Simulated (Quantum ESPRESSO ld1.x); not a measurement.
Task: These are the eigenvalues of the occupied orbitals of an atom or ion with whole-number occupations (eV). Method: Dirac Kohn-Sham, PW91, spin-unpolarised, spherical densities, point nucleus; computed with ld1.x of Quantum ESPRESSO 7.5.

| orbital | eigenvalue |
|---|---|
| 1s1/2 | -11295.8 |
| 2s1/2 | -2228.23 |
| 2p1/2 | -2102.98 |
| 2p3/2 | -2073.16 |

Which element is it, and in what charge state? The configuration may be excited. Open shells, if any, fill j = l - 1/2 first.

Result: Z = 31, gallium, charge +22: Ga22+ in [He] 2s2 2p5. The list shows which subshells hold electrons but not how many an open one holds; the 1s level, -415.11 hartree, gives Z - s = 28.8 by -(Z - s)^2/2, which with screening and relativity narrows Z to a few neighbours, and the depths of the outer levels then fix element, charge and occupations together.
